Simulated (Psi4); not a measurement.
H₄Cl₂GeSi (SMILES Cl[SiH](Cl)[GeH3]), singlet, geometry from GFN2-xTB.

The Psi4 input:
```
memory 2 GB

molecule {
0 1
  Si    0.69485631   -0.06953053    0.41612015
  Cl    1.30318230    1.80161360   -0.01386393
  Cl    1.51253987   -1.35799932   -0.89816068
  Ge   -1.62849490   -0.17351836    0.23023785
  H     1.20795646   -0.40634332    1.73961066
  H    -2.19409129   -1.50447126    0.61029315
  H    -2.33941640    0.80881596    1.10480925
  H    -2.15787737    0.08657064   -1.14358816
}

set basis sto-3g

energy('pbe')
print_variables()
```

Question: Predict the dipole moment from PBE/STO-3G run with Psi4 1.11.

Answer: 2.67 D

Question: What nuclear repulsion energy does PBE/STO-3G give?

Answer: 507.0962 Eh

Question: What number of basis functions does PBE/STO-3G give?

Answer: 49

Question: What total energy does PBE/STO-3G give?

Answer: -3251.139937 Ha
